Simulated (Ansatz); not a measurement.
A structure relaxed at PBE0-D4/def2-TZVP, charge 0, multiplicity 1:

Cartesian coordinates in Å:
```
C 0.377 -1.349 1.005
C -0.488 -0.950 0.058
N -1.541 -1.728 -0.382
Ga -0.264 0.856 -0.687
C 1.065 2.100 0.042
H 1.152 -0.685 1.365
H 0.335 -2.339 1.458
H -1.507 -2.716 -0.175
H -1.920 -1.520 -1.289
H -1.179 1.250 -1.915
H 1.599 1.687 0.898
H 0.577 3.029 0.351
H 1.794 2.365 -0.729
```

Task: Give its formula and SMILES.

Result: C3H8GaN, `C=[C](N)[GaH][CH3]`.

Task: Point group (tolerance 0.08 Å, 0.16 Å for H)?

Result: C1.

Task: Summarise the bond lengths by kind.

Result: 1 × C–C 1.344 Å; 5 × C–H 1.082 to 1.093 Å; 1 × C–N 1.381 Å; 2 × C–Ga 1.961 to 1.966 Å; 2 × H–N 1.005 to 1.009 Å; 1 × Ga–H 1.581 Å.

Computed with Ansatz.
